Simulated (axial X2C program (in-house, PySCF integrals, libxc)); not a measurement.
**GaRu⁺: a run with one poor setting**

Calculated with an in-house all-electron X2C program for linear molecules (integrals from PySCF). Spin-free means the one-electron spin-free X2C Hamiltonian. Basis: Ru dyall-v3z [12s12p8d3f2g], Ga dyall-v3z [9s9p7d1f] (cores contracted in-house); Gaussian nuclei, density fitting, unrestricted open shells. Masses: Ru 101.904 u, Ga 68.926 u.

One setting of this run was spoiled on purpose, so its numbers are not properties of GaRu⁺. Level: BLYP, spin-free; state M_S = 2, Λ = 0 (beyond evenly filled blocks: 2 × σα, δ+α, δ-α).

```tsv
R (Å)	E − E(lowest point) (eV)	SCF iterations
2.199	0.4017	44
2.300	0.1456	40
2.375	0.0606	35
2.451	0.0232	34
2.527	0.0054	10
2.615	0.0000	35
2.704	0.0205	42
2.818	0.0927	42
2.957	0.2156	27
3.159	0.3473	24
```

Fit: Re 2.590 Å, ωe 146.2 cm⁻¹, residual 25 microhartree, De 1.46 eV.

Output at the reference distance:

```
spin-free X2C-1e  BLYP
basis functions 205  fitting functions 1192  grid points 812
iter        total energy     max residual
   1      -6474.377894408     1.44e-01
   2      -6474.384081068     1.59e-02
   3      -6474.387411715     1.96e-02
   4      -6474.388283555     1.23e-02
   5      -6474.388427875     9.58e-03
   6      -6474.388570391     9.42e-04
   7      -6474.388578274     4.32e-04
   8      -6474.388579306     8.28e-05
   9      -6474.388579325     2.41e-05
  10      -6474.388579330     9.29e-06
converged
one-electron -9507.41172258  Coulomb 2958.36368463  exact exchange 0.00000000  xc functional -210.97477790  nuclear repulsion 285.63423652
```

Problem. Which setting was spoiled?
A. too few iterations allowed
B. an excited determinant was followed
C. virtual space cut too low
D. density fitting set too sparse
E. integration grid too coarse

Solution. E. Integration grid too coarse: 30 radial and 14 angular points an atom against the usual 100 and 30 (atoms up to Ar take three quarters of the radial points).
